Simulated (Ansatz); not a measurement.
Consider the ligand exchange at a B–O bond: `NB(N)O[SiH3]` + H–F → `NB(N)F` + `O[SiH3]`.

Gas-phase electronic energies from Ansatz, PBE0-D4/def2-TZVP geometries. CCSD(T)/CBS is the MP2 limit (def2-TZVPP, def2-QZVPP) plus CCSD(T) − MP2 in def2-TZVPP, frozen cores. This one scheme is used for every species. DFT in def2-TZVPP. Each species was taken in one conformer, which may not be the lowest.

`NB(N)O[SiH3]`:

Z-matrix (Å, degrees):
```
Si
O 1 1.629
H 1 1.484 2 108.6
H 1 1.486 2 110.5 3 -119.9
H 1 1.492 2 111.4 3 119.7
B 2 1.386 1 136.2 3 -145.2
N 6 1.414 2 117.0 1 -169.4
N 6 1.418 2 120.7 1 10.4
H 7 1.003 6 121.1 2 1.0
H 7 1.002 6 124.4 2 -178.7
H 8 1.003 6 122.6 2 5.0
H 8 1.003 6 123.4 2 178.4
```

H–F:

Z-matrix (Å, degrees):
```
F
H 1 0.920
```

`NB(N)F`:

Cartesian coordinates in Å:
```
N -0.172 -0.974 0.791
B -0.408 0.165 -0.003
N 0.567 0.815 -0.787
F -1.659 0.673 -0.014
H -0.907 -1.394 1.329
H 0.716 -1.432 0.872
H 1.523 0.524 -0.854
H 0.340 1.625 -1.334
```

`O[SiH3]`:

Z-matrix (Å, degrees):
```
Si
O 1 1.648
H 1 1.489 2 111.7
H 1 1.489 2 111.7 3 120.9
H 1 1.481 2 105.9 3 -119.6
H 2 0.957 1 117.9 3 -60.5
```

```
          level  ΔE (eV)
            PBE    -0.33
         revPBE    -0.36
CCSD/def2-TZVPP    -0.25
 CCSD/CBS(def2)    -0.22
```

What does CCSD(T)/CBS give? (Estimate.)

Computed: -0.20 eV. The listed levels differ from it by -0.13, -0.16, -0.05, -0.02 eV.

Largest T1 diagnostic among the species: 0.011.

Leaving LDA and LC-ωPBE aside and taking each functional with its dispersion term where it has one, the values, not all of them listed here, spread over 0.08 eV, from B2PLYP to revPBE-D4. LDA lies +0.08 eV from PBE without D4. The D4 term adds +0.10 eV with B3LYP and +0.06 eV with PBE0; it sums over pairs of atoms, weighted by their polarisabilities, and B3LYP, whose exchange is more repulsive, gets the larger term.

B3LYP here is the variant with VWN-RPA as its local correlation; programs differ in this.
